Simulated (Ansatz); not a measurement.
`CC(=O)O[SiH3]` + NH₃ → `CC(N)=O` + silanol at 298.15 K and 1 bar (substitution at a C–O bond).

Computed with Ansatz on PBE0-D4/def2-TZVP structures; ΔE is electronic, products minus reactants. CCSD(T)/CBS is the MP2 limit (def2-TZVPP, def2-QZVPP) plus CCSD(T) − MP2 in def2-TZVPP, frozen cores. This one scheme is used for every species. One conformer a species, not always the lowest.

| species | CCSD(T)/CBS energy (Eh) | H − E (kJ/mol) | S (J/(mol·K)) |
| --- | --- | --- | --- |
| `CC(=O)O[SiH3]` | -519.18600 | 222.9 | 337.4 |
| NH₃ | -56.50880 | 100.5 | 192.4 |
| `CC(N)=O` | -209.00436 | 209.6 | 305.7 |
| `O[SiH3]` | -366.69042 | 113.6 | 257.8 |

H − E and S are ideal-gas, rigid-rotor, harmonic terms from PBE0-D4/def2-TZVP, for one conformer and one mirror image of each species. 1 Eh = 2625.50 kJ/mol, R = 8.31446 J/(mol·K).

Q: By hand: ΔE, ΔH, ΔS and ΔG.

A: ΔE = (-209.00436) + (-366.69042) − (-519.18600) − (-56.50880) = 0.00002 Eh = 0.1 kJ/mol. Δ(H − E) = 209.6 + 113.6 − 222.9 − 100.5 = -0.2, so ΔH = -0.1 kJ/mol. ΔS = 305.7 + 257.8 − 337.4 − 192.4 = 33.7 J/(mol·K). ΔG = -0.1 − 298.15 × (33.7)/1000 = -10.1 kJ/mol.

Q: By hand: the equilibrium constant, and the temperature at which ΔG would vanish if ΔH and ΔS stayed fixed.

A: log₁₀ K = −ΔG/(RT ln 10) = 1.8. ΔH and −TΔS have one sign here, so there is no such temperature. One of them is within its doubt of zero, so this could turn.

TΔS isn't small against ΔH here. A doubt of 5 kJ/mol in ΔE shifts log₁₀ K by 0.9 here. Other conformers and mirror images would add mixing entropy, several J/(mol·K) or more a flexible species. Modes under 60 cm⁻¹, often nearly free rotors, make the harmonic entropy too high. These are equilibria of isolated gas molecules and say nothing of rates. Largest T1 diagnostic: 0.014 (customary marks: 0.02 for closed shells, 0.045 for open ones).
